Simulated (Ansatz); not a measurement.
C$_{4}$H$_{4}$N (SMILES [c]1cc[nH]c1), doublet, at a GFN2-xTB geometry. Base run: PBE0/STO-3G (Ansatz, a first-principles code).

Input for Ansatz:
Ansatz 0.2 input:
```yaml
crystal:
  periodic: [false, false, false]
  atoms:
    - {symbol: H, position_ang: [-0.02216819, 0.02578181, 2.07218703]}
    - {symbol: N, position_ang: [-0.01100368, 0.03722541, 1.06501021]}
    - {symbol: C, position_ang: [0.01577759, 1.15962534, 0.28207507]}
    - {symbol: C, position_ang: [-0.02026850, -1.06664492, 0.26860244]}
    - {symbol: C, position_ang: [0.02280243, 0.72853871, -1.00533804]}
    - {symbol: C, position_ang: [0.00054728, -0.66735377, -1.04553609]}
    - {symbol: H, position_ang: [0.02721740, 2.14433730, 0.70122733]}
    - {symbol: H, position_ang: [-0.04086179, -2.05616890, 0.68202308]}
    - {symbol: H, position_ang: [-0.00031443, -1.29952021, -1.90932923]}
basis:
  gaussian:
    orbitals: STO-3G
hamiltonian:
  xc: pbe0
magnetization: {spin_polarized: true, initial_magnetization: 1}
```

The bond that is stretched is that between atoms 1 and 2. A test that says stable can miss a lower solution.

Each row names what was changed in the base input (with any setting that the change needs).

```tsv
change	ΔE vs base (eV)	<S^2>	stability test says
base	0.00	0.761	minimum
spin_polarized = on; lower_state_search = off	0.00	0.761	undecided (no full test)
spin_polarized = on; lower_state_search = standard	0.00	0.761	minimum
bond × 1.25	0.81	0.761	minimum
spin_polarized = on; lower_state_search = off; bond × 1.25	0.81	0.761	undecided (no full test)
spin_polarized = on; lower_state_search = standard; bond × 1.25	0.81	0.761	minimum
bond × 1.5	2.58	0.762	minimum
spin_polarized = on; lower_state_search = off; bond × 1.5	2.58	0.762	undecided (no full test)
spin_polarized = on; lower_state_search = standard; bond × 1.5	2.58	0.762	minimum
bond × 1.8	4.52	0.965	minimum
spin_polarized = on; lower_state_search = off; bond × 1.8	4.52	0.965	undecided (no full test)
spin_polarized = on; lower_state_search = standard; bond × 1.8	4.52	0.965	minimum
bond × 2.2	5.59	1.350	minimum
spin_polarized = on; lower_state_search = off; bond × 2.2	5.59	1.350	undecided (no full test)
spin_polarized = on; lower_state_search = standard; bond × 2.2	5.59	1.350	minimum
bond × 3.0	5.65	1.786	minimum
spin_polarized = on; lower_state_search = off; bond × 3.0	5.93	1.578	undecided (no full test)
spin_polarized = on; lower_state_search = standard; bond × 3.0	5.65	1.786	minimum
```

On stretching, the SCF can end on different states; <S^2> shows the spin contamination of each.
